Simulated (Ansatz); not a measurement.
A run on CH4FNbO2, SMILES `[CH3][Nb](=[O])([OH])[F]` with other settings.

```yaml
crystal:
  periodic: [false, false, false]
  atoms:
    - {symbol: C, position_ang: [-0.411190, -0.408905, -1.307526]}
    - {symbol: Nb, position_ang: [0.596897, 0.275853, 0.424431]}
    - {symbol: O, position_ang: [1.591945, -1.008600, 0.941351]}
    - {symbol: O, position_ang: [-0.721068, 0.561147, 1.833893]}
    - {symbol: F, position_ang: [1.646866, 1.839052, 0.148012]}
    - {symbol: H, position_ang: [-0.935295, -1.292362, -1.025829]}
    - {symbol: H, position_ang: [0.331747, -0.592253, -2.054622]}
    - {symbol: H, position_ang: [-1.114084, 0.365054, -1.571712]}
    - {symbol: H, position_ang: [-0.866724, 0.136880, 2.677634]}
basis:
  gaussian: {orbitals: def2-TZVPP, fitting: {mean_field: def2-universal-jkfit}}
hamiltonian: {xc: {name: HSE06}, dispersion: d4}
accuracy: high
scf: {lower_state_search: off}
output: {forces: true}
```

```sh
$ ansatz run in.yaml --threads 4 --pin off --events-out ev --progress --plain --max-ram 10444MiB
```

It prints (some lines left out):

```
Functional definition: HSE06
  name "HSE06"
  cite "Heyd, Scuseria & Ernzerhof, J. Chem. Phys. 118, 8207 (2003) doi:10.1063/1.1564060"
  cite "Krukau, Vydrov, Izmaylov & Scuseria, J. Chem. Phys. 125, 224106 (2006) doi:10.1063/1.2404663"
  cite "Heyd & Scuseria, J. Chem. Phys. 120, 7274 (2004) doi:10.1063/1.1668634"
  cite "Ernzerhof & Perdew, J. Chem. Phys. 109, 3313 (1998) doi:10.1063/1.476928"
  cite "Perdew, Burke & Ernzerhof, Phys. Rev. Lett. 77, 3865 (1996) doi:10.1103/PhysRevLett.77.3865"
  parent pbe
  parameter a = 0.25
  parameter omega = 0.11/bohr
  # The whole range is PBE's own exchange, as in plane waves. The composition of these papers is wPBEh.
  exchange = pbe_x - a*pbe_x_sr(omega) + a*exact_x_sr(omega)
  correlation = pbe_c
these checks for a lower state are left out or cut short: stability, starts, cluster_reference, orbital_swaps, neighbouring_geometries, increment
633 factors; integrals over basis functions are off by at most 1.6e0 eV
633 factors; integrals over basis functions are off by at most 3.3e-9 eV
mean field evaluation 1: about -9443.0809 eV, gradient 1.1e2 eV
mean field evaluation 2: about -9236.6232 eV, gradient 3.3e2 eV
mean field evaluation 4: about -9459.8458 eV, gradient 4.6e1 eV
mean field evaluation 8: about -9463.4928 eV, gradient 8.0e-1 eV
mean field evaluation 16: about -9463.4937 eV, gradient 9.8e-5 eV
mean field -9463.49372496 eV, -347.7769798059 hartree, gradient 3.1e-8 eV, S^2 0.000000; 0 other end points of the search recorded, 0 dependent functions left out
the calculation of the forces begins
reference -9463.49373288 eV, -347.7769800968 hartree; 24, 24 occupied and 212, 212 virtual orbitals, 633 factors
Total energy: -9463.63363585 eV, -347.7821214361 hartree
Atom 0 at    -0.411190    -0.408905    -1.307526 Å, force     0.270969     0.678280     0.745476 eV/Å
Atom 1 at     0.596897     0.275853     0.424431 Å, force     0.260073     0.299335     2.707520 eV/Å
Atom 2 at     1.591945    -1.008600     0.941351 Å, force    -0.594349     0.733612    -0.637320 eV/Å
Atom 3 at    -0.721068     0.561147     1.833893 Å, force     0.848708    -0.056278    -1.460239 eV/Å
Atom 4 at     1.646866     1.839052     0.148012 Å, force    -0.476665    -0.712903    -0.116571 eV/Å
Atom 5 at    -0.935295    -1.292362    -1.025829 Å, force    -0.436757    -0.916362    -0.010316 eV/Å
Atom 6 at     0.331747    -0.592253    -2.054622 Å, force     0.283623    -0.226074    -0.785513 eV/Å
Atom 7 at    -1.114084     0.365054    -1.571712 Å, force    -0.297889     0.304458    -0.436456 eV/Å
Atom 8 at    -0.866724     0.136880     2.677634 Å, force     0.142285    -0.104069    -0.006579 eV/Å
Dipole moment:    -0.481041    -0.053993    -0.054428 e Å
Checks for a lower state left out: stability, starts, cluster_reference, orbital_swaps, neighbouring_geometries, increment
```

Hardware: 4 threads of an Intel Xeon on a shared host. Wall time 3.6 s, peak host memory 0.57 GiB.
